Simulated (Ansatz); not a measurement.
Isomers of Mo3O9⁻ (doublet), relaxed with PBE-D4/def2-SVP; total energies from Ansatz at PBE0-D4/def2-SVP.

```csv
isomer,description,energy (Eh)
A,point group Cs; 11 × Mo–O 1.69 to 1.95 Å; 1 × Mo–Mo 2.83 Å; 1 × O–O 1.48 Å,-880.77518
B,point group not assigned; 12 × Mo–O 1.70 to 1.97 Å; 1 × O–O 1.48 Å,-880.75483
```

In the def2 sets Mo takes a core potential; there is no spin–orbit coupling.

The isomers come from a short search, and lower ones may exist.

Task: Work out the relative energies (1 Eh = 2625.5 kJ/mol) and the Boltzmann populations at 1200 K from electronic energies alone (R = 8.314 J/mol/K).

Result: ΔE: A 0.0, B 53.4 kJ/mol. RT = 9.98 kJ/mol. Factors exp(−ΔE/RT): A 1, B 0.00474; sum 1.005. Populations: A 99.5 %, B 0.5 %. Zero-point energy, vibrational entropy and symmetry numbers are left out and can shift these; an error of 4 kJ/mol changes a ratio by a factor of 1.5. Over the other density-functional and correlated levels in def2 sets, the gap between A and B ranges from 42 to 44 kJ/mol.
